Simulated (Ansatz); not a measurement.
Start from `[CH3][Ga]([SH])[Br]` and change one atom or group to get `C[O][Ga]([SH])[Br]`.

Ansatz, PBE0-D4/def2-TZVP geometries, multiplicity 1. Each molecule was computed in one conformer, which needn't be the lowest.

Scalar relativity is left out up to krypton. Spin–orbit coupling is left out; it splits and shifts lone-pair levels of the heavy atoms by tenths of an eV.

```json
{"property": "LUMO energy (ωB97M-V/def2-TZVPP) / eV", "`[CH3][Ga]([SH])[Br]`": "0.67"}
{"property": "size of the dipole moment (ωB97M-V/def2-TZVPP) / D", "`[CH3][Ga]([SH])[Br]`": "1.69"}
{"property": "LUMO energy (PBE0/def2-TZVPP) / eV", "`[CH3][Ga]([SH])[Br]`": "-1.05"}
{"property": "size of the dipole moment (PBE/def2-TZVPP) / D", "`[CH3][Ga]([SH])[Br]`": "1.62"}
{"property": "HOMO–LUMO gap (B3LYP/def2-TZVPP) / eV", "`[CH3][Ga]([SH])[Br]`": "6.25"}
{"property": "HOMO–LUMO gap (ωB97M-V/def2-TZVPP) / eV", "`[CH3][Ga]([SH])[Br]`": "10.65"}
```

**Question.** Give the same properties after the change, and the shifts. (Best estimate.)

**Answer.** Ansatz gave: 
| property | `C[O][Ga]([SH])[Br]` | shift |
| --- | --- | --- |
| LUMO energy (ωB97M-V/def2-TZVPP) / eV | 0.66 | -0.01 |
| size of the dipole moment (ωB97M-V/def2-TZVPP) / D | 1.21 | -0.48 |
| LUMO energy (PBE0/def2-TZVPP) / eV | -1.21 | -0.16 |
| size of the dipole moment (PBE/def2-TZVPP) / D | 1.29 | -0.33 |
| HOMO–LUMO gap (B3LYP/def2-TZVPP) / eV | 6.14 | -0.11 |
| HOMO–LUMO gap (ωB97M-V/def2-TZVPP) / eV | 10.81 | 0.16 |

The zero-point energy changes by 15.4 kJ/mol with +3 modes. Dipoles are sizes alone; their direction can turn.

B3LYP here is the variant with VWN-RPA as its local correlation; programs differ in this.
